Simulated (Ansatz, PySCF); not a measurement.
Sites of deprotonation of CB(S)S [methyl-bis(sulfanyl)borane]:

A. CB(S)S [methyl-bis(sulfanyl)borane] -> [CH2-]B(S)S + H+
B. CB(S)S → CB([S-])S + H+

Quantity: gas-phase deprotonation energy (enthalpy at 298 K, with B3LYP-D3(BJ) rigid-rotor harmonic-oscillator terms), kcal/mol. Each molecule is optimised on its own at B3LYP-D3(BJ)/def2-TZVP (Ansatz, a quantum-chemistry and plane-wave program), one conformer each, not searched for the lowest. Frequencies are from Ansatz or PySCF. Cores are frozen in the correlated levels unless marked. Spin-orbit coupling is left out. Non-relativistic. CBS marks a two-point X^-3 extrapolation of the correlation energy; Hartree-Fock from the larger set. Anions need diffuse functions, which plain sets lack and def2-D sets hold few of.

```tsv
	PBE-D4/def2-TZVPD (Ansatz + dftd4)	PBE0-D4/def2-TZVPD (Ansatz + dftd4)	SCS-MP2/aug-cc-pV(D+d)Z (Ansatz)	CCSD(T)/CBS(aug-cc-pV(T+d)Z,aug-cc-pV(Q+d)Z) (Ansatz)
A	361.6	365.1	363.2	363.2
B	335.4	337.7	335.5	336.3
```
